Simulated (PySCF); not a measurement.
PySCF input for B(All)(H)2 (C3H7B), SMILES BCC=C, TDA-PBE/def2-SVPD. The structure is a stationary point at PBE0-D3(BJ)/def2-SVP. This is a generated structure with no PubChem entry under its InChIKey; it may be hypothetical. Other conformers were not sampled.

```python
import numpy as np
from pyscf import gto, scf, dft, tdscf

mol = gto.M(
    atom='''
    B     0.84776103    0.24663123    1.74868624
    C     0.07437655   -0.50617085    0.62906021
    C    -0.50752953    0.29535410   -0.48744147
    C    -0.34515728    0.03944971   -1.78652342
    H    -0.75226177   -0.89053082    1.28215567
    H     0.58530142   -1.41528716    0.27361423
    H    -1.08954950    1.17746384   -0.19091999
    H     0.23237829   -0.82441957   -2.13226235
    H    -0.77964544    0.68603002   -2.55305923
    H     1.58775649   -0.36068870    2.48892895
    H     0.64707689    1.42247861    1.95753961
    ''',
    basis='def2-SVPD',
    charge=0,
    spin=0,
    max_memory=1600,
    verbose=4,
)
mf = dft.RKS(mol, xc='pbe').density_fit(auxbasis='def2-universal-jkfit')
mf.grids.level = 3
mf.conv_tol = 1e-9
mf.max_cycle = 100
mf.kernel()
mf.grids = dft.Grids(mol).set(level=1).build(with_non0tab=True)  # coarser grid for the response kernel
td = tdscf.TDA(mf)
td.singlet = True
td.nstates = 10
td.conv_tol = 1e-4
td.positive_eig_threshold = 1e-6
td.kernel(x0=td.get_init_guess(mf, 15))
td.analyze()
tt = tdscf.TDA(mf)
tt.singlet = False
tt.nstates = 4
tt.conv_tol = 1e-4
tt.positive_eig_threshold = 1e-6
tt.kernel(x0=tt.get_init_guess(mf, 9))
tt.analyze(verbose=3)
```

Log of the run:

```
PySCF version 2.14.0

[INPUT] verbose = 4
[INPUT] num. atoms = 11
[INPUT] num. electrons = 30
[INPUT] charge = 0
[INPUT] spin (= nelec alpha-beta = 2S) = 0
[INPUT] symmetry False subgroup None
[INPUT] Mole.unit = angstrom
[INPUT] Symbol           X                Y                Z      unit          X                Y                Z       unit  Magmom
[INPUT]  1 B      0.847761030000   0.246631230000   1.748686240000 AA    1.602036165779   0.466065478465   3.304538071395 Bohr   0.0
[INPUT]  2 C      0.074376550000  -0.506170850000   0.629060210000 AA    0.140551309590  -0.956524278738   1.188751512761 Bohr   0.0
[INPUT]  3 C     -0.507529530000   0.295354100000  -0.487441470000 AA   -0.959091811829   0.558138358767  -0.921130880055 Bohr   0.0
[INPUT]  4 C     -0.345157280000   0.039449710000  -1.786523420000 AA   -0.652252729100   0.074549147594  -3.376039978921 Bohr   0.0
[INPUT]  5 H     -0.752261770000  -0.890530820000   1.282155670000 AA   -1.421568719281  -1.682859355284   2.422923065358 Bohr   0.0
[INPUT]  6 H      0.585301420000  -1.415287160000   0.273614230000 AA    1.106059384119  -2.674505120013   0.517055958484 Bohr   0.0
[INPUT]  7 H     -1.089549500000   1.177463840000  -0.190919990000 AA   -2.058950154157   2.225084179179  -0.360786492805 Bohr   0.0
[INPUT]  8 H      0.232378290000  -0.824419570000  -2.132262350000 AA    0.439131325395  -1.557927199032  -4.029391867221 Bohr   0.0
[INPUT]  9 H     -0.779645440000   0.686030020000  -2.553059230000 AA   -1.473316355866   1.296408851030  -4.824582724493 Bohr   0.0
[INPUT] 10 H      1.587756490000  -0.360688700000   2.488928950000 AA    3.000424918601  -0.681602859225   4.703394059001 Bohr   0.0
[INPUT] 11 H      0.647076890000   1.422478610000   1.957539610000 AA    1.222798103635   2.688094990952   3.699213740888 Bohr   0.0

nuclear repulsion = 101.424088071707
number of shells = 60
number of NR pGTOs = 190
number of NR cGTOs = 136
basis = def2-SVPD
ecp = {}


******** <class 'pyscf.df.df_jk.DFRKS'> ********
method = DFRKS
initial guess = minao
damping factor = 0
level_shift factor = 0
DIIS = <class 'pyscf.scf.diis.CDIIS'>
diis_start_cycle = 1
diis_space = 8
diis_damp = 0
SCF conv_tol = 1e-09
SCF conv_tol_grad = None
SCF max_cycles = 100
direct_scf = False
XC library pyscf.dft.libxc version 7.1.2
    S. Lehtola, C. Steigemann, M. J. T. Oliveira, and M. A. L. Marques,  SoftwareX 7, 1–5 (2018)
XC functionals = pbe
    J. P. Perdew, K. Burke, and M. Ernzerhof,  Phys. Rev. Lett. 77, 3865 (1996)
    J. P. Perdew, K. Burke, and M. Ernzerhof,  Phys. Rev. Lett. 78, 1396 (1997)
    J. P. Perdew, K. Burke, and M. Ernzerhof,  Phys. Rev. Lett. 77, 3865 (1996)
    J. P. Perdew, K. Burke, and M. Ernzerhof,  Phys. Rev. Lett. 78, 1396 (1997)
radial grids:
    Treutler-Ahlrichs [JCP 102, 346 (1995); DOI:10.1063/1.469408] (M4) radial grids

becke partition: Becke, JCP 88, 2547 (1988); DOI:10.1063/1.454033
pruning grids: <function nwchem_prune>
grids dens level: 3
symmetrized grids: False
atomic radii adjust function: <function treutler_atomic_radii_adjust>
small_rho_cutoff = 0
Set gradient conv threshold to 3.16228e-05
Initial guess from minao.
tot grids = 125056
init E= -142.989425642487
  HOMO = -0.307632207168997  LUMO = -0.137265120087351  gap/eV = 4.63592
cycle= 1 E= -142.952030924507  delta_E= 0.0374  |g|= 0.445  |ddm|= 4.86
  HOMO = -0.141741779419064  LUMO = -0.051237662792071  gap/eV = 2.46274
cycle= 2 E= -142.890761683243  delta_E= 0.0613  |g|= 0.644  |ddm|= 1.62
  HOMO = -0.228945525954963  LUMO = -0.0815775835779062  gap/eV = 4.01009
cycle= 3 E= -143.012207691604  delta_E= -0.121  |g|= 0.0458  |ddm|= 0.936
  HOMO = -0.226682176639436  LUMO = -0.0891205508330004  gap/eV = 3.74324
cycle= 4 E= -143.012764555574  delta_E= -0.000557  |g|= 0.0224  |ddm|= 0.14
  HOMO = -0.226666157203113  LUMO = -0.0873286976521488  gap/eV = 3.79157
cycle= 5 E= -143.01286844853  delta_E= -0.000104  |g|= 0.0125  |ddm|= 0.0402
  HOMO = -0.226707706625358  LUMO = -0.0866088046160307  gap/eV = 3.81229
cycle= 6 E= -143.012908771425  delta_E= -4.03e-05  |g|= 0.00358  |ddm|= 0.0192
  HOMO = -0.226698632878038  LUMO = -0.0869307984867445  gap/eV = 3.80328
cycle= 7 E= -143.012912728628  delta_E= -3.96e-06  |g|= 0.000475  |ddm|= 0.00708
  HOMO = -0.226733422679833  LUMO = -0.0869007368801418  gap/eV = 3.80504
cycle= 8 E= -143.012912789781  delta_E= -6.12e-08  |g|= 0.000146  |ddm|= 0.00121
  HOMO = -0.226721924491267  LUMO = -0.0869035752331833  gap/eV = 3.80465
cycle= 9 E= -143.012912794995  delta_E= -5.21e-09  |g|= 4.18e-05  |ddm|= 0.000269
  HOMO = -0.226724699008066  LUMO = -0.0869055327296122  gap/eV = 3.80467
cycle= 10 E= -143.012912795487  delta_E= -4.92e-10  |g|= 1.03e-05  |ddm|= 9.76e-05
  HOMO = -0.226725044618965  LUMO = -0.0869057444680372  gap/eV = 3.80468
Extra cycle  E= -143.012912795468  delta_E= 1.88e-11  |g|= 1.33e-05  |ddm|= 5.64e-05
converged SCF energy = -143.012912795468
tot grids = 38024
Overwritten attributes  positive_eig_threshold  of <class 'pyscf.tdscf.rks.TDA'>


******** <class 'pyscf.tdscf.rks.TDA'> for <class 'pyscf.df.df_jk.DFRKS'> ********
nstates = 10 singlet
deg_eia_thresh = 1.000e-03
wfnsym = None
conv_tol = 0.0001
eigh lindep = 1e-12
eigh level_shift = 0
eigh max_cycle = 100


Excitation energies (eV)
[3.89085467 5.54263861 6.1084281  6.36056002 6.38219862 7.05371711
 7.07077992 7.11608445 7.26272277 7.49057275]

** Singlet excitation energies and oscillator strengths **
Excited State   1:      3.89085 eV    318.66 nm  f=0.0048
      15 -> 16       -0.70510
Excited State   2:      5.54264 eV    223.69 nm  f=0.0014
      14 -> 16        0.70296
Excited State   3:      6.10843 eV    202.97 nm  f=0.0016
      13 -> 16        0.69624
Excited State   4:      6.36056 eV    194.93 nm  f=0.0023
      12 -> 16       -0.68697
      15 -> 18       -0.13180
Excited State   5:      6.38220 eV    194.27 nm  f=0.0400
      12 -> 16       -0.14106
      15 -> 17        0.17563
      15 -> 18        0.66779
Excited State   6:      7.05372 eV    175.77 nm  f=0.0049
      14 -> 17        0.26409
      15 -> 19       -0.63751
      15 -> 20        0.12435
Excited State   7:      7.07078 eV    175.35 nm  f=0.0024
      14 -> 17        0.65013
      15 -> 19        0.26122
Excited State   8:      7.11608 eV    174.23 nm  f=0.1355
      13 -> 17       -0.14750
      15 -> 17        0.28063
      15 -> 19        0.15351
      15 -> 20        0.59380
Excited State   9:      7.26272 eV    170.71 nm  f=0.2080
      12 -> 17        0.15225
      13 -> 17       -0.33198
      15 -> 17        0.43177
      15 -> 18       -0.12639
      15 -> 20       -0.35618
Excited State  10:      7.49057 eV    165.52 nm  f=0.0165
      15 -> 21        0.70151

** Transition electric dipole moments (AU) **
state          X           Y           Z        Dip. S.      Osc.
  1        -0.0894     -0.0449     -0.2012      0.0505      0.0048
  2        -0.0411      0.0450     -0.0800      0.0101      0.0014
  3         0.0931      0.0124     -0.0417      0.0106      0.0016
  4         0.1020      0.0475      0.0424      0.0145      0.0023
  5        -0.2016     -0.0179     -0.4636      0.2559      0.0400
  6        -0.0382      0.1026     -0.1275      0.0282      0.0049
  7        -0.0385      0.0115     -0.1105      0.0138      0.0024
  8         0.1654      0.2374     -0.8326      0.7769      0.1355
  9        -0.1762     -0.0830     -1.0636      1.1691      0.2080
 10        -0.2172     -0.2057      0.0168      0.0898      0.0165

** Transition velocity dipole moments (imaginary part, AU) **
state          X           Y           Z        Dip. S.      Osc.
  1         0.0203      0.0108     -0.0249      0.0011      0.0053
  2        -0.0010     -0.0025     -0.0152      0.0002      0.0008
  3         0.0239      0.0020     -0.0104      0.0007      0.0020
  4         0.0271      0.0062      0.0013      0.0008      0.0022
  5        -0.0506     -0.0120     -0.0598      0.0063      0.0178
  6        -0.0054      0.0239     -0.0118      0.0007      0.0019
  7         0.0004      0.0113     -0.0280      0.0009      0.0023
  8         0.0531      0.0758     -0.1124      0.0212      0.0541
  9        -0.0668     -0.0077     -0.1233      0.0197      0.0493
 10        -0.0628     -0.0588     -0.0005      0.0074      0.0179

** Transition magnetic dipole moments (imaginary part, AU) **
state          X           Y           Z
  1        -0.0218     -0.1574      0.1400
  2         0.5120      0.4525      0.7934
  3         0.6721     -0.7895      0.4803
  4         0.0861     -0.6831     -0.2586
  5         0.2455     -0.5053     -0.3623
  6         0.2079     -0.0146      0.2058
  7         0.0044      0.0996      0.3902
  8        -0.2161      0.5800      0.1679
  9         0.0686      0.4110      0.0590
 10        -0.0239      0.2373      0.2314


******** <class 'pyscf.tdscf.rks.TDA'> for <class 'pyscf.df.df_jk.DFRKS'> ********
nstates = 4 triplet
deg_eia_thresh = 1.000e-03
wfnsym = None
conv_tol = 0.0001
eigh lindep = 1e-12
eigh level_shift = 0
eigh max_cycle = 100


Excitation energies (eV)
[3.66880403 4.43467133 4.91760498 5.66020052]

** Triplet excitation energies and oscillator strengths **
Excited State   1:      3.66880 eV    337.94 nm  f=0.0000
Excited State   2:      4.43467 eV    279.58 nm  f=0.0000
Excited State   3:      4.91760 eV    252.12 nm  f=0.0000
Excited State   4:      5.66020 eV    219.05 nm  f=0.0000
```

The run converged.

Cost: about 40 core-seconds (a rough figure).
